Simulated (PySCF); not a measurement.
**Two-component Hartree-Fock for Tc(2+) (technetium, charge +2)**

Start: [Kr] 4d5; 4d3/2 filled at m_j = -3/2, -1/2, +1/2, +3/2; 4d5/2 filled at m_j = +5/2. Calculated with PySCF 2.14 in x2c-SVPall-2c (6s8p6d1f, 67 functions): generalised Hartree-Fock with the X2C-1e Hamiltonian and a Gaussian nucleus; one run each with spin-orbit coupling (SO) switched off, then screened by Boettger's factors.

```
spinor shell  electrons  ε, spin-free (eV)  ε, screened SO (eV)  weight of nominal j (screened SO)  rms radius, screened SO (bohr)
       1s1/2          2           -21170.8             -21169.7                              1.000                          0.0394
       2s1/2          2            -3110.2              -3109.8                              1.000                           0.162
       2p1/2          2            -2779.2              -2861.0                              1.000                           0.141
       3s1/2          2            -587.99              -587.91                              1.000                           0.441
       3p1/2          2            -476.20              -490.41                              1.000                           0.439
       3p3/2          4            -476.20              -469.50                              1.000                           0.450
       3d3/2          4            -295.37              -297.86                              0.961                           0.434
       3d5/2          6            -295.37              -293.62                              0.974                           0.437
       4s1/2          2            -105.58              -105.56                              1.000                            1.13
       4p1/2          2            -72.137              -77.855                              0.654                            1.26
       4p3/2          4            -72.137              -69.335                              0.827                            1.26
       4d3/2          4            -29.999              -30.032                              0.531                            1.73
       4d5/2          1            -29.999              -29.846                              1.000                            1.74
```

(1) Where does 2p3/2 lie, and what is the 2p spin-orbit splitting (screened SO)?

| quantity | spin-free | screened SO |
| --- | --- | --- |
| E (hartree) | -4281.66620 | -4282.19564 |
| M_J | 5/2 | 5/2 |
| ⟨J²⟩ | 8.751 | 8.751 |
| ⟨L²⟩ | 0.000 | 0.019 |
| ⟨S²⟩ | 8.751 | 8.737 |

Each row is a mean over spinors that exchange with the open shell spreads, by up to 9.796 eV (4p3/2).

Rows whose weight is well below 1 are mixtures of j = l ± 1/2: exchange outweighs spin-orbit coupling there, and the label is only the starting occupation.

Breit and QED terms are absent; they matter most for the inner s and p1/2 levels.

Densities and radii are taken from the X2C orbitals without a picture-change correction, which distorts them close to the nucleus.

Without spin-orbit coupling the j labels of p, d and f shells carry no meaning; the spin-free column gives the mean over the occupied spinors of each nl shell.

Answers

(1) At -2740.9 eV, 120.14 eV above 2p1/2.
